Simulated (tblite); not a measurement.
C₄H₄NO₃S (charge -1).
Cartesian coordinates in Å at the GFN2-xTB level; atoms count from 1:
```xyz
13
C4H4NO3S angstrom
C      1.4542   -0.2004   -0.7609
C      0.8156   -0.6536    0.5305
O      1.1719   -1.6712    1.1174
C     -0.3184    0.1425    0.9530
C     -0.3622    1.4962    0.6070
N     -0.3750    2.6180    0.3423
S     -1.9108   -0.8057   -0.1701
O     -1.4804   -0.6060   -1.5588
O     -3.0587    0.0183    0.2158
H      0.6843   -0.2496   -1.5340
H      1.7889    0.8323   -0.6828
H      2.2880   -0.8472   -1.0250
H     -0.7017   -0.0732    1.9477
```

Computed values, GFN2-xTB/tblite, gas phase, harmonic and unscaled. Against measured fundamentals such values can be off by several per cent, at times by over 20. One conformer, not necessarily the lowest.

Harmonic wavenumbers (cm⁻¹): 50.9, 77.8, 101.9, 133.6, 162.7, 211.4, 221.6, 272.5, 373.3, 415.6, 480.3, 492.6, 519.5, 568.9, 576.4, 862.2, 880.9, 996.2, 1016.4, 1064.8, 1081.0, 1151.0, 1221.5, 1311.8, 1368.6, 1462.0, 1465.4, 1668.5, 2343.4, 2977.1, 3002.1, 3018.5, 3033.3.

A = 1769, B = 1265, C = 978.4 MHz; mass 145.991 u (most abundant isotopes); point group C1, symmetry number 1.

Zero-point energy?

Half the sum of the wavenumbers: 17292 cm⁻¹ = 49.44 kcal/mol.

Give the ideal-gas entropy at 298.15 K and 1 bar in the rigid-rotor, harmonic-oscillator model (classical rotation).

Translation 40.87, rotation 29.38, vibration 28.89: S = 99.1 cal/(mol K).

And Cp and H(298.15 K) − H(0)?

Cp = 35.25 cal/(mol K), of which vibrations give 27.30 (their classical limit is 33 R = 65.6); H(298.15 K) − H(0) = 6.85 kcal/mol without the zero-point energy, 4.48 from vibrations.

Blend soft modes into free rotors: weight 1/[1 + (100 cm⁻¹/ν̃)⁴] for the oscillator and the rest for a rotor with moment μB/(μ + B), μ = h/(8π²ν), B = 10⁻⁴⁴ kg m². What vibrational entropy results?

26.74 cal/(mol K) in place of 28.89, which changes −T·S at 298.15 K by +0.64 kcal/mol.

How do the functions run with temperature in this model?

```json
{"T (K)": "150", "S (cal/(mol K))": "79.0", "Cp (cal/(mol K))": "24.1", "H − H(0) (kcal/mol)": "2.41", "G − H(0) (kcal/mol)": "-9.44", "ln q(vib)": "3.05"}
{"T (K)": "250", "S (cal/(mol K))": "93.2", "Cp (cal/(mol K))": "31.9", "H − H(0) (kcal/mol)": "5.23", "G − H(0) (kcal/mol)": "-18.07", "ln q(vib)": "5.74"}
{"T (K)": "400", "S (cal/(mol K))": "110.4", "Cp (cal/(mol K))": "41.4", "H − H(0) (kcal/mol)": "10.76", "G − H(0) (kcal/mol)": "-33.39", "ln q(vib)": "9.48"}
{"T (K)": "600", "S (cal/(mol K))": "129.0", "Cp (cal/(mol K))": "50.3", "H − H(0) (kcal/mol)": "19.99", "G − H(0) (kcal/mol)": "-57.39", "ln q(vib)": "13.99"}
{"T (K)": "900", "S (cal/(mol K))": "151.0", "Cp (cal/(mol K))": "58.3", "H − H(0) (kcal/mol)": "36.40", "G − H(0) (kcal/mol)": "-99.53", "ln q(vib)": "19.88"}
```

q(vib) and H(0) count from the zero-point level.

Hindered rotation and anharmonicity are outside this model. Other conformers, if any are populated, would add a mixing term that is left out. The structure is chiral; the term R ln 2 for an equal mix with its mirror image is left out.
